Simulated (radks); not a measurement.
Results of a calculation; reference values are marked as such.
Spherical quantum dot in the effective-mass picture: electrons in a parabolic well V = omega^2 r^2 / 2 with omega = 4.12, all in effective atomic units (hartree* = m*/eps^2 hartree, bohr* = eps/m* bohr), one dielectric constant everywhere. Level of theory: non-relativistic Kohn-Sham, r2SCAN, spin-polarised, spherical densities, generalised Kohn-Sham scheme (a radial shooting solver with Libxc functionals). Levels are named by radial order and angular momentum (1s, 1p, 1d, 2s, ...), and open shells are averaged over m. Results are scaled to m* = 0.04 and eps = 10.4, for which hartree* = 10.06 meV and bohr* = 13.76 nm. At N = 30 the configuration is 1s2 1p6 1d10 2s2 1f(up 7, down 3). Does electron 31 go into 2p down or 1f down or 2p up?

Answer. Into 1f down. The total energies of the other choices lie higher by 3.74 meV (2p up), 4.62 meV (2p down).
